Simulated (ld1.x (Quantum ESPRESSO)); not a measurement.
## What one change does to a pseudopotential (lead (Pb), TM)

```json
{
 "Element": "Pb (Z = 82)",
 "Generator": "ld1.x (Quantum ESPRESSO) 7.5",
 "Type": "norm-conserving Troullier–Martins (Kleinman–Bylander form)",
 "Functional": "LDA (PZ)",
 "Relativity": "fully relativistic",
 "Frozen core": "[Xe] 4f14 5d10",
 "Valence charge": "4",
 "Reference configuration": "6s2 6p2",
 "Partial waves": "6s (bound): rc 2.10 bohr; 6p (bound): rc 2.15 bohr; 6d channel at 0.05 Ry: rc 2.05 bohr",
 "Local potential": "the d channel",
 "Core correction": "none"
}
```

Open shells are filled in proportion to 2j + 1 (rel_dist='average').

All-electron outer shells of the reference configuration (LDA (PZ), scalar-relativistic, ld1.x):

| shell | level (eV) | outermost node (bohr) | outermost maximum (bohr) |
| --- | --- | --- | --- |
| 5p | -85.96 | 0.49 | 0.88 |
| 5d | -21.29 | 0.52 | 1.07 |
| 6s | -12.32 | 1.01 | 1.95 |
| 6p | -3.71 | 1.18 | 2.63 |

Change: wave 6s (bound): rc 2.10 bohr becomes 6s (bound): rc 2.84 bohr.

Cutoffs: the cutoffs (Ry, on a coarse ladder) from which the occupation-weighted sum of valence levels, in a spherical-Bessel basis at the reference potential, stays within 10 and 1 mRy of its value at 400 Ry; they do not see the model core or the augmentation charge, which bear on the density cutoff. Errors are all-electron minus pseudo energies relative to the spin-unpolarised reference configuration.

Problem. How do hardness, ghosts and transferability respond?

Solution. The potential gets softer (25 Ry and 45 Ry → 18 Ry and 30 Ry); both files keep a bound ghost (p, s); the number of tests with a reliable result goes from 7 to 6; of the 6 tests that both files solve, the error grows in 2 and shrinks in 3 by more than 15 % and 0.3 meV (median size 37.0 → 14.9 meV). A larger radius leaves more room for a smooth pseudo-wave, so fewer plane waves are needed.

```csv
quantity,base,changed
"cutoff, loose",25 Ry,18 Ry
"cutoff, tight",45 Ry,30 Ry
loose cutoff by channel (10 mRy a level),"s 21 Ry, p 10 Ry","s 15 Ry, p 10 Ry"
bound ghosts,"s, p3/2, p1/2","s, p3/2, p1/2"
tests with a reliable result,7 of 7,6 of 7
"error for 6s2 6p0, meV [ΔE 20.88 eV]",+58,+71
"error for 6s1 6p0, meV [ΔE 53.75 eV]",+253,+207
"error for 6s0 6p4, meV [ΔE 17.66 eV]",+90,+5.0
"error for 6s1 6p2, meV [ΔE 16.37 eV]",+6.7,-23
"error for 6s2 6p2.3, meV [ΔE -0.89 eV]",+0.1,+0.1
"error for 6s1 6p3, meV [ΔE 8.64 eV]",+16,-6.5
```

 A true bound ghost makes a file unfit for plane-wave use even where its test errors are small: the radial tests pick states by their node count and pass the ghost by.
